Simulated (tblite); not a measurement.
Species: C₅H₁₆BNSi.
SMILES with atom numbers: `[BH3-:1][N@H+:2]([CH2:3][CH2:4][CH3:5])[SiH2:6][CH:7]=[CH2:8]` (hydrogens: H9, H10, H11 on B1; H12 on N2; H13, H14 on C3; H15, H16 on C4; H17, H18, H19 on C5; H20, H21 on Si6; H22 on C7; H23, H24 on C8)
Bond orders are those of one Lewis drawing.

Computed with GFN2-xTB (tblite), gas phase: L-BFGS steps from a force-field or distance-geometry start until the largest atomic force falls under 0.01 eV/Å.

Step 20: E = -672.9130 eV
```
atom  x, y, z in Å  |  force x, y, z in eV/Å
B1     -0.2908   -2.5106    0.0590   -0.021   0.023  -0.014
N2     -0.0341   -0.8606    0.1016    0.015   0.110  -0.021
C3     -0.6152   -0.1053   -1.0183   -0.019   0.021   0.023
C4     -2.0882    0.2543   -0.8286    0.013  -0.049  -0.019
C5     -2.3173    1.2737    0.2825    0.026  -0.012  -0.008
Si6     1.7154   -0.5794    0.3836   -0.063   0.127   0.006
C7      2.0493    1.2865    0.4069    0.027  -0.010  -0.003
C8      3.0577    1.8440   -0.2489    0.004  -0.014   0.004
H9      0.6243   -2.9887    0.6635   -0.025  -0.039   0.059
H10    -0.2647   -2.8382   -1.0808   -0.014   0.033  -0.091
H11    -1.3374   -2.7137    0.5876   -0.062   0.008  -0.008
H12    -0.5582   -0.6233    0.9370    0.053   0.040  -0.017
H13    -0.0527    0.8298   -1.1586   -0.021  -0.068  -0.048
H14    -0.5089   -0.7130   -1.9220    0.053   0.039   0.094
H15    -2.6706   -0.6441   -0.6256    0.058  -0.083  -0.013
H16    -2.4472    0.6781   -1.7695    0.017  -0.028  -0.005
H17    -3.3271    1.6698    0.2106    0.007   0.016   0.066
H18    -2.1993    0.8331    1.2701    0.007  -0.026   0.015
H19    -1.6135    2.0977    0.1890   -0.016   0.077  -0.005
H20     2.4279   -1.1752   -0.7373    0.014  -0.047   0.001
H21     1.9880   -1.0662    1.7302    0.026  -0.061   0.058
H22     1.4484    1.9241    1.0515    0.006  -0.059  -0.087
H23     3.7007    1.2514   -0.8809   -0.020   0.047  -0.004
H24     3.3018    2.8955   -0.1927   -0.068  -0.044   0.020
```

Step 21: E = -672.9161 eV
```
atom  x, y, z in Å  |  force x, y, z in eV/Å
B1     -0.2989   -2.5076    0.0598   -0.008   0.003  -0.020
N2     -0.0326   -0.8574    0.0986    0.020   0.008   0.024
C3     -0.6137   -0.1027   -1.0187    0.012   0.010   0.011
C4     -2.0853    0.2520   -0.8281   -0.017  -0.046  -0.002
C5     -2.3148    1.2707    0.2829    0.007   0.028   0.014
Si6     1.7168   -0.5801    0.3808   -0.017   0.055   0.022
C7      2.0490    1.2845    0.4014    0.042   0.015  -0.005
C8      3.0566    1.8473   -0.2508    0.014  -0.014   0.005
H9      0.6135   -2.9880    0.6660   -0.031  -0.039   0.078
H10    -0.2676   -2.8400   -1.0780   -0.021   0.040  -0.113
H11    -1.3497   -2.7099    0.5832   -0.032   0.032  -0.012
H12    -0.5569   -0.6273    0.9353    0.049   0.068  -0.005
H13    -0.0527    0.8323   -1.1518   -0.002  -0.012  -0.080
H14    -0.5027   -0.7069   -1.9237    0.047   0.034   0.082
H15    -2.6639   -0.6477   -0.6242    0.041  -0.107   0.000
H16    -2.4480    0.6720   -1.7682    0.008  -0.001  -0.026
H17    -3.3260    1.6641    0.2140    0.008   0.015   0.059
H18    -2.1935    0.8357    1.2726    0.009  -0.052   0.006
H19    -1.6145    2.0977    0.1887   -0.014   0.077  -0.021
H20     2.4388   -1.1829   -0.7347   -0.026  -0.019   0.046
H21     1.9857   -1.0656    1.7324    0.015  -0.037  -0.001
H22     1.4466    1.9201    1.0454   -0.013  -0.048  -0.068
H23     3.7035    1.2604   -0.8831   -0.013   0.029  -0.013
H24     3.2986    2.8990   -0.1898   -0.077  -0.039   0.020
```

Problem. Estimate the geometry and energy of step 22. (The exact step hangs on the optimiser's Hessian estimate; all steps are aligned on step 21, rigid shifts and turns removed.)

Solution. E = -672.9189 eV, largest force 0.113 eV/Å
```
atom  x, y, z in Å  |  force x, y, z in eV/Å
B1     -0.3058   -2.5053    0.0599    0.004  -0.020  -0.028
N2     -0.0308   -0.8545    0.0962    0.021  -0.073   0.056
C3     -0.6125   -0.1002   -1.0185    0.034   0.002   0.006
C4     -2.0834    0.2494   -0.8276   -0.037  -0.026   0.017
C5     -2.3124    1.2686    0.2835   -0.011   0.047   0.027
Si6     1.7177   -0.5794    0.3789    0.033  -0.033   0.035
C7      2.0494    1.2828    0.3967    0.039   0.021  -0.007
C8      3.0561    1.8499   -0.2522    0.021  -0.010   0.001
H9      0.6038   -2.9884    0.6697   -0.048  -0.029   0.074
H10    -0.2706   -2.8409   -1.0777   -0.024   0.052  -0.097
H11    -1.3605   -2.7060    0.5794   -0.001   0.053  -0.023
H12    -0.5547   -0.6292    0.9338    0.038   0.087   0.017
H13    -0.0528    0.8341   -1.1477    0.015   0.045  -0.095
H14    -0.4965   -0.7012   -1.9238    0.038   0.011   0.047
H15    -2.6575   -0.6528   -0.6231    0.031  -0.104   0.009
H16    -2.4484    0.6669   -1.7675    0.000   0.010  -0.031
H17    -3.3249    1.6597    0.2181    0.008   0.010   0.050
H18    -2.1885    0.8368    1.2747    0.016  -0.061  -0.011
H19    -1.6157    2.0993    0.1880   -0.018   0.054  -0.029
H20     2.4473   -1.1897   -0.7315   -0.059   0.007   0.081
H21     1.9841   -1.0658    1.7341    0.005  -0.014  -0.052
H22     1.4447    1.9159    1.0390   -0.035  -0.021  -0.039
H23     3.7057    1.2684   -0.8854    0.005   0.006  -0.027
H24     3.2943    2.9014   -0.1870   -0.073  -0.012   0.017
```

The energy changes by -0.0028 eV. The first-order estimate −F·Δx gives -0.0037 eV and the mean of the old and new forces, exact on a quadratic surface, -0.0028 eV. The step makes an angle of 69° with the force vector and moves no atom by more than 0.012 Å.

The cost below is that of the whole relaxation. On Intel Xeon at 2.50 GHz, one thread, no GPU, shared host with 64 logical CPUs at a one-minute load of 58, this took 3.0 s of wall time.
